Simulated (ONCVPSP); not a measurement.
# Potentials for cobalt (Co) compared

Generated with ld1.x 7.5 (TM, RRKJ, ultrasoft, PAW), atompaw 4.2 or ONCVPSP 4.0.1. The cutoff is in Ry: for ld1.x and atompaw files where the sum of valence levels is converged to 10 mRy in a Bessel basis, for ONCV files where the hardest occupied wave has 1 mHa per electron of residual kinetic energy. The error is the largest all-electron minus pseudo excitation energy over each file’s own four to seven test configurations (ionisations up to +4, promotions, holes and added fractions of an electron), all of which were solved. The labels leave out finer settings (local radius, basis sizes, second energies), which also bear on the numbers. Spin-polarised tests are not counted. The rows are a selection from randomly drawn settings: files with unsolved tests, undetermined cutoffs or missed reference levels are left out.

A true bound ghost makes a file unfit for plane-wave use even where its test errors are small: the radial tests pick states by their node count and pass the ghost by.

| potential | cutoff (Ry) | largest error (meV) | bound ghosts |
| --- | --- | --- | --- |
| ONCV, PBE, scalar-relativistic, rc 1.05/0.90/1.55 (spd), local smoothed, core correction yes, reference 3s2 3p6 3d7 4s2, qcut 9.3/10.7/11.8, projectors 2/2/2 | 96 | +44 | none |
| ONCV, PBE, scalar-relativistic, rc 2.60/2.16/1.26/2.50 (spdf), local smoothed, core correction yes, reference 3d8 4s1, qcut 2.1/4/13.5/5, projectors 1/2/1/2 | 138 | -59 | s |
| ONCV, PBE, scalar-relativistic, rc 1.35/1.55/0.80 (spd), local smoothed, core correction yes, reference 3s2 3p6 3d7 4s1 4p1, qcut 8.8/7.2/11.9, projectors 2/2/1 | 507 | -3.9 | none |
| ONCV, PBE, scalar-relativistic, rc 1.30/1.30/1.40 (spd), local smoothed, core correction no, reference 3s2 3p6 3d7 4s1, qcut 8.8/12.5/12.1, projectors 2/2/2 | 115 | -61 | none |
| ONCV, PBEsol, fully relativistic, rc 1.25/0.90/1.75 (spd), local smoothed, core correction yes, reference 3s2 3p6 3d7 4s2, qcut 10.9/8/7.2, projectors 3/2/1 | 75 | +17 | none |
| ONCV, LDA (Perdew-Zunger), scalar-relativistic, rc 1.50/1.00/1.30 (spd), local smoothed, core correction yes, reference 3s2 3p6 3d7 4s2, qcut 6.4/14/9.5, projectors 2/3/1 | 125 | -18 | none |
| ONCV, PBE, scalar-relativistic, rc 1.35/0.75/1.30/1.05 (spdf), local smoothed, core correction yes, reference 3s2 3p6 3d7 4s2, qcut 7.7/12.9/14.1/11.1, projectors 2/2/2/2 | 135 | +3.7 | none |
| ONCV, LDA (Perdew-Wang 92), scalar-relativistic, rc 1.15/1.25/1.20 (spd), local smoothed, core correction no, reference 3s2 3p6 3d7 4s2, qcut 13.8/9.9/15.8, projectors 2/3/2 | 162 | +9.6 | none |

Task: Fill in the row for Co: ONCV, Wu-Cohen, fully relativistic, rc 2.00/1.50/1.00 (spd), local smoothed, core correction yes, reference 3p6 3d7 4s1.5 4p0.5, qcut 3.2/10.1/16.4, projectors 1/3/2.

Result: cutoff 195 Ry, largest error -28 meV, bound ghosts: s.
